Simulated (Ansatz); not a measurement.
CBClF4O (`FB(Cl)OC(F)(F)F`), relaxed with RKS PBE0-D4/def2-TZVP in Ansatz from a PBE-D4/def2-SVP geometry. The force threshold is 0.005 eV/Å; the program also tests the step.

Total charge 0; spin multiplicity 1.

Start:

```xyz
8

F     1.779    0.261    0.604
B     1.194   -0.469   -0.335
Cl    2.140   -1.507   -1.378
O    -0.170   -0.436   -0.527
C    -1.015    0.343    0.224
F    -0.713    1.648    0.100
F    -0.954    0.013    1.526
F    -2.260    0.146   -0.213
```

```json
{"step": "1", "energy (eV)": "-27143.2022", "largest force (eV/Å)": "0.765", "largest move (Å)": "0.000"}
{"step": "2", "energy (eV)": "-27143.2338", "largest force (eV/Å)": "0.289", "largest move (Å)": "0.016"}
{"step": "3", "energy (eV)": "-27143.2357", "largest force (eV/Å)": "0.181", "largest move (Å)": "0.023"}
{"step": "4", "energy (eV)": "-27143.2391", "largest force (eV/Å)": "0.022", "largest move (Å)": "0.020"}
{"step": "5", "energy (eV)": "-27143.2392", "largest force (eV/Å)": "0.021", "largest move (Å)": "0.005"}
{"step": "6", "energy (eV)": "-27143.2392", "largest force (eV/Å)": "0.001", "largest move (Å)": "0.001"}
```

End:

```xyz
8

F     1.774    0.256    0.593
B     1.188   -0.464   -0.334
Cl    2.120   -1.500   -1.368
O    -0.166   -0.426   -0.518
C    -1.007    0.341    0.222
F    -0.718    1.633    0.106
F    -0.955    0.017    1.510
F    -2.236    0.143   -0.213
```

Hardware: 2 threads of an AMD EPYC 7R13 on a shared host and a share of an NVIDIA H100 80 GB. Wall time 16 s, peak host memory 0.89 GiB.
